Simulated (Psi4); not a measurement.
A dimer, CH2O2 ··· H4Si (SMILES O=CO and [SiH4]), singlet; the first 5 atoms form monomer A.

```
10

O      0.8185    -0.5284     0.0028
C     -0.4225    -0.0129     0.0000
O     -0.6843     1.1549    -0.0060
H      1.4469     0.2131    -0.0010
H     -1.1587    -0.8266     0.0042
Si     1.7033     3.0903     0.4390
H      0.5611     3.7399    -0.2427
H      2.2842     2.0569    -0.4476
H      1.2349     2.4581     1.6929
H      2.7331     4.1063     0.7533
```

Q: What interaction energy does SAPT0/jun-cc-pVDZ, frozen core in Psi4 1.11 give, and which attractive term is the largest?

A: Total -0.99 kcal/mol: electrostatics -3.68, exchange 6.81, induction -1.77, dispersion -2.34. The most attractive term is electrostatics.
